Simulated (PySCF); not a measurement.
Compound: C3H5Cl3OSi.
Geometry (GFN2-xTB, Å), atoms numbered from 1 in this order:
```
atom  x, y, z in Å
Si1   -2.1042    0.2617    0.1806
O2    -0.6349    0.6872   -0.4201
C3     0.6263    0.3051   -0.2471
C4     1.6062    1.1739   -0.5180
Cl5    3.2723    0.8126   -0.3797
C6     0.9066   -1.0936    0.2086
Cl7    0.2877   -2.2578   -0.9904
Cl8    0.1365   -1.3907    1.7794
H9    -2.8936    1.1084   -0.7002
H10   -2.1737    0.6491    1.5868
H11   -2.3950   -1.1581    0.0147
H12    1.3844    2.1742   -0.8523
H13    1.9770   -1.2714    0.3198
```

Computed at PBE0/pcSseg-1 (PySCF, non-relativistic), with Q(17O) = −0.0256 b, Q(35Cl) = −0.0817 b: O2, 17O (I = 5/2): χzz = -10.26 MHz, η = 0.191; Cl5, 35Cl (I = 3/2): χzz = -75.45 MHz, η = 0.059; Cl7, 35Cl (I = 3/2): χzz = -80.59 MHz, η = 0.031; Cl8, 35Cl (I = 3/2): χzz = -77.89 MHz, η = 0.020.

(1) Find the zero-field quadrupole resonance frequencies of 17O at O2.

(2) Where would the pure quadrupole (NQR) lines of 35Cl at Cl5 fall for the rigid, isolated species?

(3) Find the zero-field quadrupole resonance frequencies of 35Cl at Cl7.

(4) Where would the pure quadrupole (NQR) lines of 35Cl at Cl8 fall for the rigid, isolated species?

(5) Apply the simplest Townes–Dailey estimate (no s hybridisation, no π bonding), ionic character = 1 − χzz/χ0, where χ0 is the coupling for one missing p electron along the bond: −109.74 MHz for 35Cl.

Results:

(1) From the eigenvalues of H = χ/[4I(2I − 1)] × [3Iz² − I(I + 1) + η(Ix² − Iy²)], steps between neighbouring levels, labelled as for η = 0: ±1/2↔±3/2 1.599 MHz, ±3/2↔±5/2 3.055 MHz (silyl ether oxygen).

(2) From ν = (|χ|/2)√(1 + η²/3): ν = 37.75 MHz (vinyl chlorine). For 37Cl the ratio of quadrupole moments, 0.7881, gives 29.75 MHz.

(3) From ν = (|χ|/2)√(1 + η²/3): ν = 40.30 MHz (alkyl chlorine). For 37Cl the ratio of quadrupole moments, 0.7881, gives 31.76 MHz.

(4) From ν = (|χ|/2)√(1 + η²/3): ν = 38.95 MHz (alkyl chlorine). For 37Cl the ratio of quadrupole moments, 0.7881, gives 30.70 MHz.

(5) Cl5 on C4: 1 − (-75.45)/(-109.74) = 0.31; Cl7 on C6: 1 − (-80.59)/(-109.74) = 0.27; Cl8 on C6: 1 − (-77.89)/(-109.74) = 0.29. In this model a purely covalent bond gives χ0 and a free halide ion gives zero; s hybridisation or π bonding, where present, is counted here as ionic character.

In a crystal, neighbours and librations shift these lines. GFN2-xTB bond lengths can be off by several hundredths of an ångström, more for odd bonds, and the gradients follow them. With a basis this small, the couplings can be 20 % off.

One conformer stands for the species.
